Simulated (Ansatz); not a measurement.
Relaxation of the cluster Li7H8⁻ with RKS PBE0-D4/def2-TZVPD.

```sh
$ ansatz run in.yaml --threads 4 --pin off --events-out ev --progress --plain --max-ram 3916MiB
```

```yaml
crystal:
  periodic: [false, false, false]
  atoms:
    - {symbol: Li, position_ang: [0.641110, -0.917300, 0.033130]}
    - {symbol: Li, position_ang: [1.248750, 0.706910, -1.682910]}
    - {symbol: Li, position_ang: [-0.254680, 0.531420, -3.707390]}
    - {symbol: Li, position_ang: [-0.915170, -0.997890, -1.928880]}
    - {symbol: Li, position_ang: [1.219960, 0.570640, 1.947350]}
    - {symbol: Li, position_ang: [-0.535060, 0.574490, 3.666900]}
    - {symbol: Li, position_ang: [-1.173710, -0.808200, 1.682030]}
    - {symbol: H, position_ang: [-1.932850, 0.007490, 3.007140]}
    - {symbol: H, position_ang: [0.945760, -1.142230, -1.831470]}
    - {symbol: H, position_ang: [-1.258770, -0.883290, -0.146700]}
    - {symbol: H, position_ang: [0.805700, 1.478510, 3.367600]}
    - {symbol: H, position_ang: [0.759870, 1.655730, -3.048950]}
    - {symbol: H, position_ang: [0.644880, -1.209340, 1.916560]}
    - {symbol: H, position_ang: [1.385730, 0.832280, 0.150390]}
    - {symbol: H, position_ang: [-1.581520, -0.399210, -3.424800]}
basis:
  gaussian: {orbitals: def2-TZVPD}
total_charge: -1
hamiltonian: {xc: pbe0, dispersion: d4}
scf: {lower_state_search: "off"}
output: {orbitals: {seedname: orbitals}}
relax: {f_tol: 0.02, max_steps: 100}
```

It took 23 s on 4 threads of Arm Neoverse V2 on a shared host.

Positions (Å) and forces (eV/Å) at steps 1, 2, 3, 4, 7, 10 of 10:

```xyz
15
step=1 energy=-1562.3165 eV
Li    0.641   -0.917    0.033    0.106   -0.165    0.009
Li    1.249    0.707   -1.683    0.324    0.221    0.316
Li   -0.255    0.531   -3.707   -0.012    0.173   -0.403
Li   -0.915   -0.998   -1.929   -0.316   -0.298    0.274
Li    1.220    0.571    1.947    0.392    0.170   -0.269
Li   -0.535    0.574    3.667   -0.129    0.101    0.395
Li   -1.174   -0.808    1.682   -0.312   -0.231   -0.323
H    -1.933    0.007    3.007   -0.157   -0.156    0.016
H     0.946   -1.142   -1.831   -0.194    0.260    0.009
H    -1.259   -0.883   -0.147    0.187   -0.078    0.046
H     0.806    1.479    3.368    0.222    0.055    0.047
H     0.760    1.656   -3.049    0.186    0.065   -0.016
H     0.645   -1.209    1.917   -0.164    0.274   -0.034
H     1.386    0.832    0.150   -0.020   -0.201   -0.046
H    -1.582   -0.399   -3.425   -0.113   -0.190   -0.021
15
step=2 energy=-1562.5672 eV
Li    0.666   -0.956    0.035   -0.076    0.093   -0.005
Li    1.357    0.802   -1.632   -0.083   -0.033    0.013
Li   -0.262    0.549   -3.764    0.071   -0.033    0.118
Li   -1.034   -1.087   -1.901    0.052    0.067    0.071
Li    1.345    0.649    1.918   -0.084   -0.023   -0.072
Li   -0.547    0.590    3.721    0.031   -0.073   -0.114
Li   -1.301   -0.876    1.633    0.059    0.058   -0.031
H    -1.947   -0.067    3.045   -0.197   -0.068    0.082
H     0.829   -0.985   -1.845    0.020   -0.037   -0.022
H    -1.209   -0.962   -0.138   -0.124   -0.156    0.012
H     0.867    1.453    3.404    0.145    0.119    0.093
H     0.835    1.637   -3.083    0.136    0.156   -0.088
H     0.544   -1.041    1.916    0.027   -0.026    0.027
H     1.432    0.757    0.144    0.174    0.050   -0.002
H    -1.575   -0.463   -3.454   -0.151   -0.093   -0.082
15
step=3 energy=-1562.7155 eV
Li    0.581   -0.845    0.031   -0.025    0.027   -0.004
Li    1.417    0.864   -1.643    0.008    0.037   -0.049
Li   -0.157    0.439   -3.638    0.068   -0.084    0.075
Li   -1.119   -1.104   -1.871   -0.039    0.024   -0.039
Li    1.383    0.725    1.882   -0.005    0.051    0.039
Li   -0.463    0.454    3.601    0.058   -0.094   -0.069
Li   -1.386   -0.915    1.643   -0.039    0.011    0.042
H    -2.010   -0.171    3.123   -0.049   -0.021    0.023
H     0.731   -0.860   -1.894   -0.037    0.028    0.043
H    -1.306   -1.096   -0.111   -0.013   -0.080   -0.009
H     0.938    1.465    3.433    0.027    0.040    0.002
H     0.972    1.663   -3.160    0.044    0.038   -0.023
H     0.461   -0.898    1.959   -0.009    0.043   -0.048
H     1.556    0.792    0.119    0.057   -0.013    0.015
H    -1.599   -0.513   -3.476   -0.045   -0.006    0.002
15
step=4 energy=-1562.7898 eV
Li    0.512   -0.752    0.028   -0.013    0.013   -0.001
Li    1.480    0.920   -1.652    0.022    0.073   -0.032
Li   -0.045    0.313   -3.538   -0.030   -0.006    0.023
Li   -1.203   -1.118   -1.856   -0.081    0.036   -0.060
Li    1.422    0.800    1.863    0.003    0.093    0.055
Li   -0.374    0.306    3.510   -0.003    0.030   -0.010
Li   -1.463   -0.954    1.652   -0.074    0.012    0.036
H    -2.042   -0.243    3.176    0.083   -0.040   -0.004
H     0.632   -0.745   -1.901   -0.003    0.018    0.059
H    -1.366   -1.207   -0.095    0.035   -0.037   -0.006
H     0.968    1.486    3.443   -0.018   -0.065   -0.026
H     1.066    1.669   -3.213    0.013   -0.091    0.007
H     0.391   -0.764    1.957   -0.009   -0.001   -0.072
H     1.644    0.811    0.107    0.013   -0.034    0.005
H    -1.623   -0.522   -3.481    0.061    0.000    0.026
15
step=7 energy=-1562.8296 eV
Li    0.390   -0.575    0.019   -0.006    0.009   -0.001
Li    1.564    0.946   -1.703   -0.009   -0.004   -0.002
Li    0.067    0.171   -3.543   -0.001    0.001   -0.001
Li   -1.339   -1.001   -1.841    0.007    0.002   -0.004
Li    1.368    0.958    1.843   -0.005   -0.005    0.004
Li   -0.295    0.165    3.533    0.000    0.000   -0.001
Li   -1.508   -1.027    1.706    0.007    0.007    0.002
H    -1.917   -0.549    3.360    0.001   -0.004   -0.003
H     0.529   -0.647   -1.817    0.007   -0.001   -0.001
H    -1.506   -1.136   -0.073    0.002    0.008    0.003
H     0.945    1.442    3.491    0.007    0.001    0.005
H     1.325    1.423   -3.391    0.002   -0.003    0.005
H     0.349   -0.647    1.861   -0.001   -0.006    0.002
H     1.607    0.985    0.078   -0.007    0.000   -0.002
H    -1.579   -0.507   -3.522   -0.004   -0.006   -0.005
15
step=10 energy=-1562.8314 eV
Li    0.333   -0.491    0.017    0.009   -0.014    0.001
Li    1.544    0.956   -1.713   -0.001    0.007    0.002
Li    0.114    0.103   -3.575   -0.004    0.002    0.009
Li   -1.344   -0.979   -1.855    0.001   -0.005    0.000
Li    1.348    0.973    1.855    0.004   -0.002    0.001
Li   -0.249    0.096    3.568   -0.001    0.004   -0.009
Li   -1.513   -1.002    1.715   -0.005    0.003   -0.002
H    -1.883   -0.597    3.398    0.002   -0.003   -0.002
H     0.528   -0.647   -1.804    0.001    0.004   -0.005
H    -1.548   -1.024   -0.076   -0.001    0.009    0.000
H     0.983    1.385    3.538    0.002   -0.002   -0.002
H     1.356    1.373   -3.424    0.003   -0.004    0.002
H     0.348   -0.645    1.848   -0.003    0.001    0.004
H     1.521    1.064    0.075   -0.008    0.004    0.000
H    -1.539   -0.566   -3.566    0.001   -0.003    0.003
```

The structure comes from a short search, and lower isomers may exist.
